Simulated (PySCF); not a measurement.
Radial density of Rh²⁺ (rhodium, charge +2)

UHF, [Kr] 4d6 5s1, 5s spin antiparallel (an excited configuration). All numbers are calculated (PySCF 2.14, the spin-free X2C one-electron Hamiltonian (Gaussian nucleus), in aug-cc-pVTZ-DK (9s8p6d3f2g, 102 functions)).

```csv
r (bohr),4πr²ρ (e/bohr),4πr²(ρα − ρβ)
0.0268,56.34,-0.0053
0.0450,48.58,0.0016
0.0757,63.99,0.0329
0.127,65.64,0.3120
0.214,47.16,0.7864
0.360,52.88,0.2894
0.606,16.48,0.4994
1.02,14.92,3.3531
1.72,4.593,1.6022
2.88,0.6828,-0.2805
4.85,0.04478,-0.0422
8.16,5.357e-05,-0.0001
```

Densities and radii are taken from the X2C orbitals without a picture-change correction, which distorts them close to the nucleus.

With the s spin flipped the determinant is a mixture of two multiplicities, not a spectroscopic state.
